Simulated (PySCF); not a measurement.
# Working out the ionisation energy of Ga

Ga [Ar] 3d10 4s2 4p1 (2P) → Ga+ [Ar] 3d10 4s2 (1S). Computed with PySCF 2.14 in jorge-DZP-DKH (8s6p2d1f, 43 functions), with the spin-free X2C one-electron Hamiltonian (Gaussian nucleus). Frozen: [Ar] 3d10. Energies in hartree (1 hartree = 27.21139 eV):

| part | Ga (lower) | Ga+ (upper) |
| --- | --- | --- |
| UHF | -1942.057017 | -1941.861978 |
| CCSD correlation | -0.030064 | -0.033120 |
| (T) | -0.000158 | 0.000000 |

**Question.** What does Hartree-Fock give?

**Answer.** (-1941.861978) − (-1942.057017) = 0.195039 hartree = 5.307 eV.

**Question.** What do CCSD and CCSD(T) give?

**Answer.** The CCSD correlation energies differ by -0.003056 hartree = -0.083 eV and the triples by 0.000158 hartree = 0.004 eV, so CCSD gives 5.224 eV and CCSD(T) 5.228 eV.

Measured between the centres of the two terms (NIST): 5.931 eV, so CCSD(T) (valence) is off by -0.703 eV.

A double-zeta basis recovers only part of the correlation energy.

What remains against the reference includes basis incompleteness, the frozen core and higher excitations.
